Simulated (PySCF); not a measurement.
CH₇BO₃Si, singlet, at a GFN2-xTB geometry; DF-R2SCAN/pcseg-2 (PySCF).

Input for PySCF:
```python
from pyscf import gto, scf, dft

mol = gto.M(
    atom='''
Si   -1.122472    0.750300    0.434086
C    -2.651828   -0.337288    0.713737
O     0.007479   -0.297033   -0.087395
B     1.311121   -0.291621   -0.421038
O     1.919964   -1.431578   -0.853088
O     2.038487    0.849149   -0.330380
H    -0.678130    1.385598    1.678550
H    -1.357438    1.756653   -0.606917
H    -2.965717   -0.839781   -0.197407
H    -2.475135   -1.103375    1.464196
H    -3.483171    0.270554    1.055611
H     1.348038   -2.196810   -0.892642
H     2.954092    0.740484   -0.588919
''',
    basis='pcseg-2',
    charge=0,
    spin=0,
    verbose=4,
    max_memory=1800,
)

mf = dft.RKS(mol)
mf.xc = 'r2scan'
mf = mf.density_fit(auxbasis='def2-universal-jkfit')
mf.kernel()
```

Q: Predict the main parts of the log of this PySCF run.

A: 
```
PySCF version 2.14.0

[INPUT] verbose = 4
[INPUT] num. atoms = 13
[INPUT] num. electrons = 56
[INPUT] charge = 0
[INPUT] spin (= nelec alpha-beta = 2S) = 0
[INPUT] symmetry False subgroup None
[INPUT] Mole.unit = angstrom
[INPUT] Symbol           X                Y                Z      unit          X                Y                Z       unit  Magmom
[INPUT]  1 Si    -1.122472000000   0.750300000000   0.434086000000 AA   -2.121164662493   1.417861511261   0.820303654508 Bohr   0.0
[INPUT]  2 C     -2.651828000000  -0.337288000000   0.713737000000 AA   -5.011228649453  -0.637381945102   1.348767454969 Bohr   0.0
[INPUT]  3 O      0.007479000000  -0.297033000000  -0.087395000000 AA    0.014133261686  -0.561311019958  -0.165152614656 Bohr   0.0
[INPUT]  4 B      1.311121000000  -0.291621000000  -0.421038000000 AA    2.477659606166  -0.551083822172  -0.795646508035 Bohr   0.0
[INPUT]  5 O      1.919964000000  -1.431578000000  -0.853088000000 AA    3.628206129024  -2.705290345953  -1.612102680153 Bohr   0.0
[INPUT]  6 O      2.038487000000   0.849149000000  -0.330380000000 AA    3.852182138486   1.604659048948  -0.624327717034 Bohr   0.0
[INPUT]  7 H     -0.678130000000   1.385598000000   1.678550000000 AA   -1.281479976851   2.618400738745   3.171999786389 Bohr   0.0
[INPUT]  8 H     -1.357438000000   1.756653000000  -0.606917000000 AA   -2.565186051077   3.319593065896  -1.146906910343 Bohr   0.0
[INPUT]  9 H     -2.965717000000  -0.839781000000  -0.197407000000 AA   -5.604392892967  -1.586956094613  -0.373045165072 Bohr   0.0
[INPUT] 10 H     -2.475135000000  -1.103375000000   1.464196000000 AA   -4.677327271325  -2.085076562692   2.766929432684 Bohr   0.0
[INPUT] 11 H     -3.483171000000   0.270554000000   1.055611000000 AA   -6.582239235027   0.511272961906   1.994815684078 Bohr   0.0
[INPUT] 12 H      1.348038000000  -2.196810000000  -0.892642000000 AA    2.547422625506  -4.151369247706  -1.686848907284 Bohr   0.0
[INPUT] 13 H      2.954092000000   0.740484000000  -0.588919000000 AA    5.582424826769   1.399311959622  -1.112895619553 Bohr   0.0

nuclear repulsion = 295.256763642758
number of shells = 45
number of NR pGTOs = 414
number of NR cGTOs = 282
basis = pcseg-2
ecp = {}

******** <class 'pyscf.df.df_jk.DFRKS'> ********
method = DFRKS
initial guess = minao
damping factor = 0
level_shift factor = 0
DIIS = <class 'pyscf.scf.diis.CDIIS'>
diis_start_cycle = 1
diis_space = 8
diis_damp = 0
SCF conv_tol = 1e-09
SCF conv_tol_grad = None
SCF max_cycles = 50
direct_scf = False
XC library pyscf.dft.libxc version 7.1.2
    S. Lehtola, C. Steigemann, M. J. T. Oliveira, and M. A. L. Marques,  SoftwareX 7, 1–5 (2018)
XC functionals = r2scan
    J. W. Furness, A. D. Kaplan, J. Ning, J. P. Perdew, and J. Sun,  J. Phys. Chem. Lett. 11, 8208–8215 (2020)
    J. W. Furness, A. D. Kaplan, J. Ning, J. P. Perdew, and J. Sun,  J. Phys. Chem. Lett. 11, 9248–9248 (2020)
    J. W. Furness, A. D. Kaplan, J. Ning, J. P. Perdew, and J. Sun,  J. Phys. Chem. Lett. 11, 8208–8215 (2020)
    J. W. Furness, A. D. Kaplan, J. Ning, J. P. Perdew, and J. Sun,  J. Phys. Chem. Lett. 11, 9248–9248 (2020)
radial grids:
    Treutler-Ahlrichs [JCP 102, 346 (1995); DOI:10.1063/1.469408] (M4) radial grids

becke partition: Becke, JCP 88, 2547 (1988); DOI:10.1063/1.454033
pruning grids: <function nwchem_prune>
grids dens level: 3
symmetrized grids: False
atomic radii adjust function: <function treutler_atomic_radii_adjust>
small_rho_cutoff = 0
Set gradient conv threshold to 3.16228e-05
Initial guess from minao.
tot grids = 158248
init E= -582.935038604389
  HOMO = -0.358816413075213  LUMO = -0.0490893027424271  gap/eV = 8.42810
cycle= 1 E= -582.249132072544  delta_E= 0.686  |g|= 1.23  |ddm|=  2.7
  HOMO = -0.127982860159943  LUMO = 0.0340475100754496  gap/eV = 4.40907
cycle= 2 E= -581.787056576793  delta_E= 0.462  |g|= 1.97  |ddm|= 1.87
  HOMO = -0.276511500289501  LUMO = 0.000815874653529391  gap/eV = 7.54646
cycle= 3 E= -582.509956904915  delta_E= -0.723  |g|= 0.15  |ddm|= 1.37
  HOMO = -0.27943144934858  LUMO = 0.00230451258468101  gap/eV = 7.66643
cycle= 4 E= -582.512792225713  delta_E= -0.00284  |g|=  0.1  |ddm|= 0.154
  HOMO = -0.281089449892148  LUMO = 0.00225803481965414  gap/eV = 7.71028
cycle= 5 E= -582.514684145231  delta_E= -0.00189  |g|= 0.0196  |ddm|= 0.0595
  HOMO = -0.27938639377803  LUMO = 0.0025710410587827  gap/eV = 7.67245
cycle= 6 E= -582.514746706914  delta_E= -6.26e-05  |g|= 0.00638  |ddm|= 0.0135
  HOMO = -0.279997918212491  LUMO = 0.00252444617367864  gap/eV = 7.68783
cycle= 7 E= -582.514756307118  delta_E= -9.6e-06  |g|= 0.00159  |ddm|= 0.00575
  HOMO = -0.27997517541749  LUMO = 0.00246663608939102  gap/eV = 7.68563
cycle= 8 E= -582.514756869604  delta_E= -5.62e-07  |g|= 0.000265  |ddm|= 0.00164
  HOMO = -0.279985422023504  LUMO = 0.00246732825058693  gap/eV = 7.68593
cycle= 9 E= -582.51475688545  delta_E= -1.58e-08  |g|= 8.63e-05  |ddm|= 0.000293
  HOMO = -0.279989154807582  LUMO = 0.00246657076444379  gap/eV = 7.68601
cycle= 10 E= -582.514756886384  delta_E= -9.34e-10  |g|= 5.22e-05  |ddm|= 7.36e-05
  HOMO = -0.279989750868397  LUMO = 0.00246619278541438  gap/eV = 7.68602
cycle= 11 E= -582.514756886859  delta_E= -4.75e-10  |g|= 7.07e-06  |ddm|= 2.99e-05
  HOMO = -0.279988613027665  LUMO = 0.00246689195478744  gap/eV = 7.68601
Extra cycle  E= -582.514756886859  delta_E= 2.27e-13  |g|= 8.06e-06  |ddm|= 1.12e-05
converged SCF energy = -582.514756886859
```
